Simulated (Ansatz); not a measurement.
`[AlH2][NH]P[SiH3]` + H₂O → `OP[SiH3]` + `[NH2][AlH2]` at 700 K and 1 bar (formal hydrolysis of a P–N bond).

Gas-phase electronic energies from Ansatz, PBE0-D4/def2-TZVP geometries. CBS: MP2 limit from def2 TZ/QZ plus the TZ coupled-cluster correction, frozen cores. This one scheme is used for every species. One conformer a species, not always the lowest.

| species | CCSD(T)/CBS energy (Eh) | H − E (kJ/mol) | S (J/(mol·K)) |
| --- | --- | --- | --- |
| `[AlH2][NH]P[SiH3]` | -930.96112 | 257.7 | 498.7 |
| H₂O | -76.37941 | 80.5 | 218.4 |
| `OP[SiH3]` | -708.19371 | 190.2 | 404.0 |
| `[NH2][AlH2]` | -299.14566 | 147.5 | 319.0 |

H − E and S are ideal-gas, rigid-rotor, harmonic terms from PBE0-D4/def2-TZVP, for one conformer and one mirror image of each species. 1 Eh = 2625.50 kJ/mol, R = 8.31446 J/(mol·K).

By hand: ΔE, ΔH, ΔS and ΔG.

ΔE = (-708.19371) + (-299.14566) − (-930.96112) − (-76.37941) = 0.00116 Eh = 3.0 kJ/mol. Δ(H − E) = 190.2 + 147.5 − 257.7 − 80.5 = -0.5, so ΔH = 2.5 kJ/mol. ΔS = 404.0 + 319.0 − 498.7 − 218.4 = 5.9 J/(mol·K). ΔG = 2.5 − 700 × (5.9)/1000 = -1.6 kJ/mol.

By hand: the equilibrium constant, and the temperature at which ΔG would vanish if ΔH and ΔS stayed fixed.

log₁₀ K = −ΔG/(RT ln 10) = 0.1. ΔG = 0 at ΔH/ΔS = 424 K, though so small a ΔH makes that figure unsure.

TΔS isn't small against ΔH here. The sign of ΔG lies within the doubt. A doubt of 5 kJ/mol in ΔE shifts log₁₀ K by 0.4 here. Other conformers and mirror images would add mixing entropy, several J/(mol·K) or more a flexible species. Modes under 60 cm⁻¹, often nearly free rotors, make the harmonic entropy too high. These are equilibria of isolated gas molecules and say nothing of rates. Largest T1 diagnostic: 0.013 (customary marks: 0.02 for closed shells, 0.045 for open ones).
